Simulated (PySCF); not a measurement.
Ta(NH)(F)(OH)2 (FH3NO2Ta), SMILES [NH]=[Ta]([OH])([OH])[F], multiplicity 1.

Geometry optimised at B3LYP-D3(BJ)/def2-SVP. The multiplicity is an assumed one; no other spin state was optimised. The structure was generated by enumeration; whether it is a known compound was not checked. The def2 effective core potentials stand for the cores of Ta; spin–orbit coupling is left out. Other conformers were not sampled.

Two levels are set side by side: TDA-PBE/def2-SVPD (PySCF) and TDA-ωB97X/def2-SVPD (PySCF). Vertical, same geometry. The lowest singlet is HOMO→LUMO 91 % with PBE and HOMO→LUMO+1 73 %, HOMO−1→LUMO+2 14 % with the other functional; states are paired by order. Differences are taken from unrounded values.

```json
[
 {"quantity": "lowest singlet excitation (eV)", "TDA-PBE": "5.33"},
 {"quantity": "lowest triplet excitation (TDA) (eV)", "TDA-PBE": "4.88"}
]
```

Question: These are the TDA-PBE values. What does TDA-ωB97X give? (Estimate from the structure and the level; the computed values follow.)

Answer: 
```
quantity                              TDA-ωB97X  TDA-PBE minus TDA-ωB97X
------------------------------------  ---------  -----------------------
lowest singlet excitation (eV)             5.79                    -0.45
lowest triplet excitation (TDA) (eV)       5.18                    -0.30
```

Functionals without exact exchange tend to place singlet excitations lower, as here. Differences between two approximate levels are no errors against the true value.

Rough cost on one machine, each run with all the roots and properties that it gave: TDA-ωB97X against TDA-PBE about 4 times.
